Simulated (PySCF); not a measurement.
Input for PySCF: R-MP2/6-31G* on H5NSeSi (SMILES N[Se][SiH3]), a point of a torsion scan.

```python
from pyscf import gto, scf, dft, mp
from pyscf.data.elements import chemcore

mol = gto.M(
    atom='''
    N     1.75094543    0.07484981    0.00367525
    Se    0.27840279   -0.30317825    1.11350189
    Si   -0.96752284    1.46472979    0.39716631
    H     2.38815864    0.68954633    0.50764420
    H     2.24641382   -0.79862293   -0.15785316
    H    -0.27297468    2.69997641    0.75727834
    H    -1.14045131    1.37734072   -1.04737136
    H    -2.22025175    1.32523470    1.12924165
    ''',
    basis='6-31g*',
    cart=True,
    charge=0, spin=0, verbose=3, max_memory=1800)
mf = scf.RHF(mol)
mf.conv_tol = 1e-8
mf.max_cycle = 100
mf.kernel()
if not mf.converged:
    mf = mf.newton().run(mf.mo_coeff, mf.mo_occ)
pt = mp.MP2(mf, frozen=chemcore(mol)).run()
```

Output:

```
converged SCF energy = -2745.80227106643
E(RMP2) = -2746.31196903593  E_corr = -0.509697969496408
E(SCS-RMP2) = -2746.2926514759  E_corr = -0.490380409465165
```

The run converged.

Cost: around 1.8 core-seconds (rough).
